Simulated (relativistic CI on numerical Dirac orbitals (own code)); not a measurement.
Calculated at this level of theory: Dirac-Coulomb-Breit CI, orbitals from a KLI potential per configuration, model QED, unscaled Slater integrals (own radial code, finite nucleus).

Configuration list (outside the closed core 1s2): 2s2 2p3, 2s 2p4, 2p5, 2p4 3s, 2p4 3p, 2p4 3d, 2s2 2p2 3s, 2s2 2p2 3p, 2s2 2p2 3d, 2s 2p3 3s, 2s 2p3 3p, 2s 2p3 3d, 2s2 2p2 4s, 2s2 2p2 4p, 2s2 2p2 4d, 2s2 2p2 4f, 2s 2p3 4s, 2s2 2p 3s2, 2s 2p3 4p, 2s 2p3 4d, 2s2 2p 3s 3p, 2s 2p3 4f, 2s2 2p2 5s, 2s2 2p 3s 3d, 2s2 2p2 5p, 2s2 2p 3p2, 2s2 2p2 5d, 2s2 2p2 5f, 2s2 2p2 5g, 2s2 2p 3p 3d, 2s 2p2 3s2, 2s2 2p 3d2, 2s 2p2 3s 3p, 2s 2p2 3s 3d, 2s 2p2 3p2, 2s 2p2 3p 3d. Levels of other configurations are missing.

At this charge energies of transitions that change n are usually good to better than 1 %, and those within a shell (Δn = 0) to a few per cent.

Outline of the computed level scheme of Er LXII. Lowest level of each configuration: 2s2 2p3 2P°_3/2 at 0.00 eV; 2s 2p4 4P_5/2 at 1241.15 eV; 2p5 2P°_3/2 at 2644.90 eV; 2s2 2p2 3s 4P_1/2 at 7411.14 eV; 2s2 2p2 3p 2P°_1/2 at 7503.32 eV; 2s2 2p2 3d 2D_3/2 at 7877.45 eV; 2s 2p3 3s 4P°_5/2 at 8624.23 eV; 2s 2p3 3p 4P_3/2 at 8726.76 eV.

Some strong electric-dipole decays among the lowest 45 levels: 2s2 2p2 3d 2D_5/2 → 2s2 2p3 2P°_3/2 (1.0e+15 s⁻¹); 2s 2p3 3p 2P_1/2 → 2s2 2p3 2P°_3/2 (5.1e+14 s⁻¹); 2s 2p3 3p 2D_5/2 → 2s2 2p3 2P°_3/2 (4.0e+14 s⁻¹); 2s 2p3 3p 2D_3/2 → 2s2 2p3 2P°_3/2 (4.0e+14 s⁻¹); 2s2 2p2 3d 2D_3/2 → 2s2 2p3 2P°_3/2 (1.8e+14 s⁻¹); 2s 2p3 3p 4P_3/2 → 2s2 2p3 2P°_3/2 (1.6e+14 s⁻¹); 2s2 2p2 3s 4P_1/2 → 2s2 2p3 2P°_3/2 (1.5e+14 s⁻¹); 2s2 2p2 3s 2P_1/2 → 2s2 2p3 4S°_3/2 (1.3e+14 s⁻¹).

LS names give the leading component of a level, which can be under half, so a name can repeat, a term be missing and a line seem to break the LS rules.
